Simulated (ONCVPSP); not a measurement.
## Which change was made? (Ag, ONCV)

ONCVPSP 4.0.1 input, shortened (lines: element, Z, core and valence counts, functional; n l f; lmax; l rc ep ncon nbas qcut; lloc lpopt rc5 dvloc0; l nproj debl; icmod fcfact rcfact), LDA (Perdew-Zunger), scalar-relativistic:

```
  Ag 47.00    6    4        3      upf
    1    0    2.00
    2    0    2.00
    2    1    6.00
    3    0    2.00
    3    1    6.00
    3    2   10.00
    4    0    2.00
    4    1    6.00
    4    2   10.00
    5    0    0.50
    2
    0    1.65    0.00    4    7    7.10
    1    1.00    0.00    4    7    7.70
    2    1.55    0.00    3    8   11.50
    4    5    0.85    2.00
    0    2    3.90
    1    2    0.50
    2    1    3.70
    3    2.50    1.40
```

In the p channel the program set the typed energies aside and used -2.302, 0.250 Ha.

Cutoffs, loose and tight: the cutoffs (Ha) at which the residual kinetic energy of the hardest occupied pseudo-wave falls to 1 and 0.1 mHa per electron. They do not see the model core or the augmentation charge, which bear on the density cutoff. Test errors are all-electron minus pseudo excitation energies from the reference, over the configurations 4s2 4p6 4d10 5s1; 4s2 4p6 4d10 5s0; 4s2 4p6 4d9 5s0; 4s1 4p6 4d10 5s1; variants that change the core or the reference have their own tests.

The base gives: outcome: generated, projector energies reset by the program; cutoff, loose: 122 Ha; cutoff, tight: 148 Ha; bound ghosts: none; GHOST(+) flags above zero: s; largest test error (meV): -384.

Question: After one change the result is: outcome: generated, projector energies reset by the program; cutoff, loose: 122 Ha; cutoff, tight: 148 Ha; bound ghosts: none; GHOST(+) flags above zero: s; largest test error (meV): -181. Which change was it?
A. s: rc 1.94
B. s: rc 1.2
C. s: rc 1.36

Answer: C. The others give: s: rc 1.2 → outcome: generated, projector energies reset by the program; cutoff, loose: 122 Ha; cutoff, tight: 148 Ha; bound ghosts: none; GHOST(+) flags above zero: s; largest test error (meV): -98 | s: rc 1.94 → outcome: generated, projector energies reset by the program; cutoff, loose: 122 Ha; cutoff, tight: 148 Ha; bound ghosts: none; GHOST(+) flags above zero: s; largest test error (meV): -571.
